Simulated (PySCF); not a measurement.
# Arsenic: a sound run and one with changed settings

Sound run: As [Ar] 3d10 4s2 4p3, As⁺ [Ar] 3d10 4s2 4p2. Calculation: PySCF 2.14, in aug-cc-pVDZ-DK; the spin-free X2C one-electron Hamiltonian (Gaussian nucleus). In the sound run the correlated levels freeze [Ar] 3d10. The sound run starts from symmetry-adapted Hartree-Fock orbitals and uses a fine grid where one is needed.

Changed run: a valence shell is frozen. This setting is unsound on purpose.

| species | method | sound run (hartree) | changed run (hartree) | converged |
| --- | --- | --- | --- | --- |
| As | MP2 | -2258.97437 | -2258.93108 | yes |
| As | CCSD(T) | -2258.99034 | -2258.93608 | yes |
| As⁺ | MP2 | -2258.61388 | -2258.57545 | yes |
| As⁺ | CCSD(T) | -2258.63096 | -2258.57740 | yes |

Ionisation energy of As:

```csv
method,sound run (eV),changed run (eV)
UHF,9.435,9.435
MP2,9.810,9.677
SCS-MP2,9.678,9.516
CCSD,9.768,9.759
CCSD(T),9.779,9.760
```

Freezing a valence shell removes pair correlation that changes on ionisation.

For comparison, NIST gives 9.789 eV between the lowest levels.
